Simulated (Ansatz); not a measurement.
Isolated molecules relaxed with PBE0-D4/def2-TZVP in Ansatz; ΔE leaves out vibrations. CBS: MP2 limit from def2 TZ/QZ plus the TZ coupled-cluster correction, frozen cores. This one scheme is used for every species. For Ge outer-core shells are correlated without core-valence functions, which leaves a few kJ/mol of doubt a bond. Scalar relativity is left out up to krypton. One conformer a species, not always the lowest.

`OB(O)S` + `S[CH2][GeH3]` → `OB(S)S` + `O[CH2][GeH3]`  (redistribution)

```csv
species,CCSD(T)/CBS(def2) energy (Eh)
`OB(O)S`,-574.86140
`S[CH2][GeH3]`,-2515.53503
`OB(S)S`,-897.43428
`O[CH2][GeH3]`,-2192.91927
```

**Question.** Work out ΔE.

**Answer.** ΔE = (-897.43428) + (-2192.91927) − (-574.86140) − (-2515.53503) = 0.04288 Eh = +112.6 kJ/mol.

Largest T1 diagnostic among the species: 0.013.

From PBE to PBE0 (25 % exact exchange), in def2-TZVPP and without D4, ΔE moves by +5.1 kJ/mol.
